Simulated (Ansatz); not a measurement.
Te₃⁻, that is [Te3]2- with one electron fewer. Charge -1, multiplicity 2. Geometry B3LYP-D4/def2-SVPD, that of the charge -2 singlet; atoms count from 1.

Cartesian coordinates in Å:
```
Te -2.420 -0.076 -0.264
Te 0.233 -0.986 0.113
Te 2.187 1.061 0.151
```

In the def2 sets Te takes a core potential; there is no spin–orbit coupling.

**Question.** Estimate the Mulliken populations from the PBE0/def2-TZVPD orbitals of Ansatz.

**Answer.** 
```
atom  charge (e)  spin (α − β)
 Te1       -0.49          0.33
 Te2       -0.02          0.34
 Te3       -0.49          0.33
```
Mulliken values and Mayer orders depend strongly on the basis. With diffuse functions, as here, like atoms can get unlike values, and bond orders can come out too low or too high.

**Question.** Where does the spin sit?

**Answer.** Summed by element: Te 1.00, of 1 unpaired in all. Largest on single atoms: Te2 0.34, Te1 0.33, Te3 0.33.

**Question.** And the Mayer bond orders between bonded heavy atoms (over 0.3)?

**Answer.** Te1–Te2 1.25 (2.83 Å); Te2–Te3 1.25 (2.83 Å). Values over 0.3 also appear between atoms too far apart for a bond (Te1–Te3 0.33 at 4.76 Å); they arise where an orbital or an unpaired electron spreads over both atoms.
